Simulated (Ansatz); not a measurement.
**Errors in the atomisation enthalpy at 298 K**

10 molecules without hydrogen; the atomisation enthalpy at 298 K in kJ/mol, computed less measured. Shapes, held fixed at every level: PBE0-D4/def2-TZVP. Thermal terms are harmonic and unscaled (PBE0-D4/def2-TZVP); the spin-orbit lowering of the free atoms is taken from their spectra. Programs: Ansatz 0.2.0. Measured values: Active Thermochemical Tables, CRC Handbook of Chemistry and Physics, NIST-JANAF tables.

Levels: A = BHLYP-D4/def2-TZVPP; B = CCSD(T)/def2-SVP; C = CCSD/def2-TZVPP.

```json
{"molecule": "Cl2 (chlorine)", "from tabulated heats": "243", "A": "-47", "B": "-76", "C": "-45"}
{"molecule": "ICl (iodine monochloride)", "from tabulated heats": "211", "A": "-47", "B": "-80", "C": "-51"}
{"molecule": "AsBr3 (arsenous tribromide)", "from tabulated heats": "768", "A": "-66", "B": "-165", "C": "-108"}
{"molecule": "BBr2Cl (dibromo(chloro)borane)", "from tabulated heats": "1187", "A": "-60", "B": "-65", "C": "-76"}
{"molecule": "BiCl3 (bismuth trichloride)", "from tabulated heats": "837", "A": "+23", "B": "-116", "C": "-29"}
{"molecule": "InBr3 (indium tribromide)", "from tabulated heats": "861", "A": "-82", "B": "-107", "C": "-89"}
{"molecule": "CBr2F2 (dibromodifluoromethane)", "from tabulated heats": "1484", "A": "-147", "B": "-132", "C": "-120"}
{"molecule": "CBr3Cl (tribromochloromethane)", "from tabulated heats": "1121", "A": "-135", "B": "-155", "C": "-129"}
{"molecule": "CF4 (tetrafluoromethane)", "from tabulated heats": "1968", "A": "-162", "B": "-93", "C": "-112"}
{"molecule": "SeF6 (selenium hexafluoride)", "from tabulated heats": "1820", "A": "-229", "B": "-260", "C": "-121"}
```

Question: Sum up the errors.

Answer: 
```json
{"level": "BHLYP-D4/def2-TZVPP", "kind": "global hybrid", "mean error": "-95.2", "mean absolute error": "99.8", "worst case": "SeF6"}
{"level": "CCSD(T)/def2-SVP", "kind": "coupled cluster or CI", "mean error": "-124.9", "mean absolute error": "124.9", "worst case": "SeF6"}
{"level": "CCSD/def2-TZVPP", "kind": "coupled cluster or CI", "mean error": "-88.0", "mean absolute error": "88.0", "worst case": "CBr3Cl"}
```

On this set CCSD/def2-TZVPP has the smallest mean absolute error and CCSD(T)/def2-SVP the largest. BHLYP-D4/def2-TZVPP is too low in 9 of 10; CCSD(T)/def2-SVP is too low in 10 of 10; CCSD/def2-TZVPP is too low in 10 of 10. The heats of AsBr3, BiCl3, InBr3, SeF6 come from older tables and can be uncertain by 10 kJ/mol or more. The molecules' own spin-orbit binding is left out, so errors for heavy halides read too negative. The tabulated value of BBr2Cl is in doubt (older tables, estimates, or at odds with other calculations) and kept here. Over the 9 molecules whose values aren't doubted the mean absolute errors are A 104.2; B 131.6; C 89.3. For BHLYP-D4/def2-TZVPP the error grows with the size of the molecule. Correlated wave functions converge slowly with the basis. CCSD also lacks the triples, which bind further. For atoms past krypton def2 sets carry core potentials with scalar relativity. Relativity is left out for As, Br, Se. Outer-core shells of As, Bi, Br, I, In, Se are correlated in most correlated rows, in sets that cover them unevenly. The set is small.
